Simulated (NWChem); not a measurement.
Molecule: SiHCl$_{3}$; SMILES Cl[SiH](Cl)Cl

```xyz
5

Si     0.0000     0.0000     0.5008
Cl    -0.5022    -1.8590    -0.1877
Cl    -1.3589     1.3644    -0.1877
Cl     1.8610     0.4946    -0.1877
H      0.0000     0.0000     1.9775
```
Atoms are numbered in this order, from 1.

Level: PBE0/def2-SVP (NWChem), optimised geometry, unscaled harmonic frequencies. 

| frequency (cm⁻¹) | IR intensity (km/mol) |
|---|---|
| 172 | 2.5 |
| 172 | 2.5 |
| 247 | 10.3 |
| 503 | 32.8 |
| 615 | 127.4 |
| 615 | 127.4 |
| 809 | 155.9 |
| 809 | 155.9 |
| 2320 | 67.8 |

```json
{
  "zero_point_energy": "8.9 kcal/mol",
  "thermal correction to the enthalpy at 298.15 K (with zero-point energy)": "12.8 kcal/mol",
  "heat capacity Cv": "16.0 cal/(mol K)",
  "entropy at 298.15 K and 1 atm (symmetry number 3)": "75.0 cal/(mol K)",
  "dipole_moment": "0.97 D"
}
```

Rigid rotor and harmonic oscillator.
